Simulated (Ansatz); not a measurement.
The same path of CH$_{5}$Sn (7 atoms, charge -1, multiplicity 1) was run twice with different band settings. The coordinate that changes most is the dihedral H3–C1–Sn2–H6.

All numbers below come from RKS PBE0/def2-SVP in Ansatz 0.2.0.

Relaxed end points:

```xyz
7
Properties=species:S:1:pos:R:3
C -0.646 -1.269 0.340
Sn 0.147 0.620 -0.094
H -0.630 -1.853 -0.608
H 0.071 -1.772 1.027
H -0.882 1.534 -1.191
H 0.198 1.658 1.327
H 1.744 1.082 -0.801
```

```xyz
7
Properties=species:S:1:pos:R:3
C -0.289 -1.408 -0.283
Sn 0.111 0.634 -0.036
H 0.571 -1.960 0.158
H -1.172 -1.645 0.353
H -1.173 1.647 -0.688
H 0.443 1.582 1.467
H 1.510 1.151 -0.970
```

Common settings: spring 5.0 eV/Å²; optimiser quadratic models (default); start path IDPP; force threshold 0.05 eV/Å; iteration limit 60; end points relaxed.

| run | movable images | climbing image |
| --- | --- | --- |
| 1 | 5 | yes |
| 2 | 6 | no |

(1) What does each run give, and how far can it be trusted?

## Answers

(1) Run 1: converged after 5 iterations, highest image 0.077 eV above the first end. A vibrational analysis at the climbing image gives one clearly imaginary mode, 238i cm⁻¹: a first-order saddle point.
Run 2: converged after 5 iterations, highest image 0.073 eV above the first end. No image climbed, so the highest image needn't sit at the top of the path.
Limits of this set-up: an anion without diffuse functions, the dipole of an ion depends on the origin.
